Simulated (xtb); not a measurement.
Input file for xtb: GFN2-xTB on H4MgSi (SMILES [MgH][SiH3]), a point of a bond scan (R = 4.595 Å).

```
$ xtb mol.xyz --gfn 2 --sp --chrg 0 --uhf 0
6

Mg    -1.27392741    -0.69923846    -0.17849356
H     -5.27184946    -2.89363419    -0.73865365
Si     0.97176783     0.53338788     0.13615713
H      1.61305573     0.24973858     1.45235735
H      0.83766034     2.01691253     0.06363188
H      1.98630247     0.16875768    -0.89430607
```

Program output:

```
[...]
           -------------------------------------------------
          |                Calculation Setup                |
           -------------------------------------------------



molecular fragmentation (1/2 indicates fragments):
121111
# atoms in fragment 1/2:     5     1
 fragment masses (1/2) :       55.41        1.01
CMA distance (Bohr)    :  11.481
constraining FC (au)   :  0.0500

           -------------------------------------------------
          |                 G F N 2 - x T B                 |
           -------------------------------------------------

        Reference                      10.1021/acs.jctc.8b01176
      * Hamiltonian:
        H0-scaling (s, p, d)           1.850000    2.230000    2.230000
        zeta-weighting                 0.500000
      * Dispersion:
        s8                             2.700000
        a1                             0.520000
        a2                             5.000000
        s9                             5.000000
      * Repulsion:
        kExp                           1.500000    1.000000
        rExp                           1.000000
      * Coulomb:
        alpha                          2.000000
        third order                    shell-resolved
        anisotropic                    true
        a3                             3.000000
        a5                             4.000000
        cn-shift                       1.200000
        cn-exp                         4.000000
        max-rad                        5.000000


          ...................................................
          :                      SETUP                      :
          :.................................................:
          :  # basis functions                  24          :
          :  # atomic orbitals                  22          :
          :  # shells                           10          :
          :  # electrons                        10          :
          :  max. iterations                   250          :
          :  Hamiltonian                  GFN2-xTB          :
          :  restarted?                      false          :
          :  GBSA solvation                  false          :
          :  PC potential                    false          :
          :  electronic temp.          300.0000000     K    :
          :  accuracy                    1.0000000          :
          :  -> integral cutoff          0.2500000E+02      :
          :  -> integral neglect         0.1000000E-07      :
          :  -> SCF convergence          0.1000000E-05 Eh   :
          :  -> wf. convergence          0.1000000E-03 e    :
          :  Broyden damping             0.4000000          :
          :  net charge                          0          :
          :  unpaired electrons                  0          :
          ...................................................

 iter      E             dE          RMSdq      gap      omega  full diag
   1     -3.1318116 -0.313181E+01  0.410E+01    3.29       0.0  T
   2     -1.6204222  0.151139E+01  0.214E+01    0.00       1.0  T
   3     -3.4523047 -0.183188E+01  0.224E+01    4.14       1.0  T
   4     -3.9154070 -0.463102E+00  0.104E+01    2.90       1.0  T
   5     -4.1290314 -0.213624E+00  0.105E+01    1.10       1.0  T
   6     -4.1081249  0.209065E-01  0.103E+01    1.17       1.0  T
   7     -4.1433612 -0.352363E-01  0.804E+00    0.65       1.0  T
   8     -4.1775433 -0.341821E-01  0.865E+00    0.86       1.0  T
   9     -4.1302931  0.472502E-01  0.564E+00    0.64       1.0  T
  10     -3.9167526  0.213540E+00  0.108E+01    0.80       1.0  T
  11     -3.9959505 -0.791979E-01  0.835E+00    0.71       1.0  T
  12     -3.9891795  0.677099E-02  0.832E+00    0.72       1.0  T
  13     -3.9519032  0.372763E-01  0.878E+00    0.75       1.0  T
  14     -4.0126302 -0.607270E-01  0.623E+00    0.68       1.0  T
  15     -4.1411960 -0.128566E+00  0.692E+00    0.60       1.0  T
  16     -4.1621285 -0.209325E-01  0.701E+00    0.61       1.0  T
  17     -4.1763986 -0.142701E-01  0.519E+00    0.63       1.0  T
  18     -4.1948101 -0.184115E-01  0.303E+00    0.69       1.0  T
  19     -4.1930017  0.180838E-02  0.189E+00    0.75       1.0  T
  20     -4.1949335 -0.193176E-02  0.106E+00    0.72       1.0  T
  21     -4.1951181 -0.184545E-03  0.382E-01    0.71       1.0  T
  22     -4.1951500 -0.319647E-04  0.145E-01    0.71       1.0  T
  23     -4.1951678 -0.177647E-04  0.316E-02    0.71       1.3  T
  24     -4.1951686 -0.829695E-06  0.405E-02    0.71       1.0  T
  25     -4.1951695 -0.844114E-06  0.230E-02    0.71       1.8  T
  26     -4.1951695 -0.121075E-07  0.582E-03    0.71       7.0  T
  27     -4.1951695  0.173651E-07  0.276E-03    0.71      14.8  T
  28     -4.1951695 -0.220601E-07  0.195E-03    0.71      20.9  T
  29     -4.1951695 -0.236170E-08  0.313E-04    0.71     130.5  T
  30     -4.1951695 -0.179456E-10  0.303E-05    0.71    1347.5  T

   *** convergence criteria satisfied after 30 iterations ***

         #    Occupation            Energy/Eh            Energy/eV
      -------------------------------------------------------------
         1        2.0000           -0.7206259             -19.6092
         2        2.0000           -0.4397840             -11.9671
         3        2.0000           -0.4397840             -11.9671
         4        2.0000           -0.3781992             -10.2913
         5        2.0000           -0.2987107              -8.1283 (HOMO)
         6        0.0000           -0.2725300              -7.4159 (LUMO)
         7                         -0.2049292              -5.5764
         8                         -0.2049292              -5.5764
         9                         -0.1322971              -3.6000
        10                         -0.1213131              -3.3011
       ...                                ...                  ...
        22                          0.8036075              21.8673
      -------------------------------------------------------------
                  HL-Gap            0.0261807 Eh            0.7124 eV
             Fermi-level           -0.2856204 Eh           -7.7721 eV

 SCC (total)                   0 d,  0 h,  0 min,  0.014 sec
 SCC setup                      ...        0 min,  0.000 sec (  0.676%)
 Dispersion                     ...        0 min,  0.000 sec (  0.264%)
 classical contributions        ...        0 min,  0.000 sec (  0.115%)
 integral evaluation            ...        0 min,  0.001 sec (  6.668%)
 iterations                     ...        0 min,  0.011 sec ( 78.733%)
 molecular gradient             ...        0 min,  0.002 sec ( 12.350%)
 printout                       ...        0 min,  0.000 sec (  1.070%)

         :::::::::::::::::::::::::::::::::::::::::::::::::::::
         ::                     SUMMARY                     ::
         :::::::::::::::::::::::::::::::::::::::::::::::::::::
         :: total energy              -4.171239057616 Eh    ::
         :: gradient norm              0.018877800558 Eh/a0 ::
         :: HOMO-LUMO gap              0.712414279492 eV    ::
         ::.................................................::
         :: SCC energy                -4.195174158375 Eh    ::
         :: -> isotropic ES            0.036841861856 Eh    ::
         :: -> anisotropic ES          0.002659871544 Eh    ::
         :: -> anisotropic XC         -0.000445262125 Eh    ::
         :: -> dispersion             -0.003055960886 Eh    ::
         :: repulsion energy           0.023935100759 Eh    ::
         :: add. restraining           0.000000000000 Eh    ::
         :: total charge              -0.000000000000 e     ::
         :::::::::::::::::::::::::::::::::::::::::::::::::::::

           -------------------------------------------------
          |                Property Printout                |
           -------------------------------------------------

    * Orbital Energies and Occupations

         #    Occupation            Energy/Eh            Energy/eV
      -------------------------------------------------------------
         1        2.0000           -0.7206259             -19.6092
         2        2.0000           -0.4397840             -11.9671
         3        2.0000           -0.4397840             -11.9671
         4        2.0000           -0.3781992             -10.2913
         5        2.0000           -0.2987107              -8.1283 (HOMO)
         6        0.0000           -0.2725300              -7.4159 (LUMO)
         7                         -0.2049292              -5.5764
         8                         -0.2049292              -5.5764
         9                         -0.1322971              -3.6000
        10                         -0.1213131              -3.3011
        11                         -0.1213131              -3.3011
        12                         -0.0962083              -2.6180
        13                         -0.0962083              -2.6180
        14                         -0.0555306              -1.5111
        15                         -0.0489642              -1.3324
        16                         -0.0489642              -1.3324
       ...                                ...                  ...
        22                          0.8036075              21.8673
      -------------------------------------------------------------
                  HL-Gap            0.0261807 Eh            0.7124 eV
             Fermi-level           -0.2856204 Eh           -7.7721 eV

     #   Z          covCN         q      C6AA      α(0)
     1  12 Mg       0.851     0.337   347.617    56.580
     2   1 H        0.000    -0.372    99.495    18.239
     3  14 Si       3.580     0.335   102.629    19.477
     4   1 H        0.909    -0.100     5.570     3.692
     5   1 H        0.909    -0.100     5.570     3.692
     6   1 H        0.909    -0.100     5.570     3.692

 Mol. C6AA /au·bohr⁶  :       1970.848433
 Mol. C8AA /au·bohr⁸  :      97442.947731
 Mol. α(0) /au        :        105.371330


Wiberg/Mayer (AO) data.
largest (>0.10) Wiberg bond orders for each atom

 ---------------------------------------------------------------------------
     #   Z sym  total        # sym  WBO       # sym  WBO       # sym  WBO
 ---------------------------------------------------------------------------
     1  12 Mg   1.524 --     3 Si   0.806     2 H    0.513
     2   1 H    0.513 --     1 Mg   0.513
     3  14 Si   3.305 --     6 H    0.833     5 H    0.833     4 H    0.833
                             1 Mg   0.806
     4   1 H    0.973 --     3 Si   0.833
     5   1 H    0.973 --     3 Si   0.833
     6   1 H    0.973 --     3 Si   0.833
 ---------------------------------------------------------------------------

Topologies differ in total number of bonds
Writing topology from bond orders to xtbtopo.mol

molecular dipole:
                 x           y           z       tot (Debye)
 q only:        2.668       1.465       0.374
   full:        2.748       1.508       0.385       8.026
molecular quadrupole (traceless):
                xx          xy          yy          xz          yz          zz
 q only:      -29.705     -29.131       7.379      -7.436      -4.082      22.326
  q+dip:      -28.981     -28.421       7.199      -7.255      -3.982      21.782
   full:      -33.389     -32.743       8.294      -8.358      -4.588      25.095


           -------------------------------------------------
          | TOTAL ENERGY               -4.171239057616 Eh   |
          | GRADIENT NORM               0.018877800558 Eh/α |
          | HOMO-LUMO GAP               0.712414279492 eV   |
           -------------------------------------------------

------------------------------------------------------------------------
------------------------------------------------------------------------
Note: The following floating-point exceptions are signalling: IEEE_UNDERFLOW_FLAG IEEE_DENORMAL
normal termination of xtb
 total:
 SCF:
```

The run finished.

Cost: roughly 0.06 core-seconds.
